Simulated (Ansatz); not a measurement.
## Worked example: a bond strength in SiHCl2O2 (SMILES [O][Si](O)(Cl)Cl)

The species is SiHCl2O2 (6 atoms), meant as a doublet with charge 0. As SMILES, `[O][Si](O)(Cl)Cl`. The shape was relaxed beforehand at r2SCAN/def2-SVP. This is one conformer, not always the lowest.

```xyz
6

O    -1.2311    0.1987    1.2269
Si   -0.2763    0.0338   -0.1206
O     1.0718   -0.8660    0.1086
Cl   -1.2241   -0.7954   -1.7170
Cl    0.1009    2.0294   -0.4362
H     1.6007   -0.6646    0.8921
```

Wanted: the dissociation energy of the Cl5–Si2 bond into doublet Cl and singlet SiHClO2 (shapes relaxed at r2SCAN/def2-SVP, no zero-point term). 1 Eh = 2625.50 kJ/mol = 27.2114 eV. Totals in Eh; open shells run unrestricted unless said.

```
                                    level  program      SiHCl2O2   doublet Cl  singlet SiHClO2
                            UPBE/def2-SVP   Ansatz  -1359.867796  -459.797020      -899.992290
                       U-wB97M-V/def2-SVP   Ansatz  -1360.456043  -459.967660      -900.404936
RPA@PBE/def2-SVP, 17 core orbitals frozen   Ansatz  -1358.895294  -459.516590      -899.325281
```

Problem. Work out the dissociation energy at each level.

Solution. 
1. UPBE/def2-SVP: (-459.797020) + (-899.992290) − (-1359.867796) = 0.078486 Eh = 206.1 kJ/mol = 2.14 eV.
2. U-wB97M-V/def2-SVP: (-459.967660) + (-900.404936) − (-1360.456043) = 0.083447 Eh = 219.1 kJ/mol = 2.27 eV.
3. RPA@PBE/def2-SVP: (-459.516590) + (-899.325281) − (-1358.895294) = 0.053423 Eh = 140.3 kJ/mol = 1.45 eV.

The levels span 140 to 219 kJ/mol; no measured value is set beside them. A fragment with an even electron count was run as a singlet and may have a lower triplet. A bond enthalpy at 298 K also holds the loss of zero-point energy and thermal terms.
